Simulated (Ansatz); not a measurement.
Harmonic frequencies (cm⁻¹) at PBE0-D4/def2-TZVP from Ansatz: 218, 242, 299, 376, 404, 484, 537, 594, 671, 740, 807, 940, 955, 1067, 1117, 1166, 1269, 1335, 1452, 1641, 3219, 3250, 3814, 3840.

Each molecule was computed in one conformer, which needn't be the lowest.

(1) Which molecule is it?
A. `[SiH3][Ga]1[O][SiH2][S]1`
B. `O=S1(=O)C=CC1`
C. `C#CS(C)(=O)=O`
D. `OC1(O)C=CS1`

## Answers

(1) D.
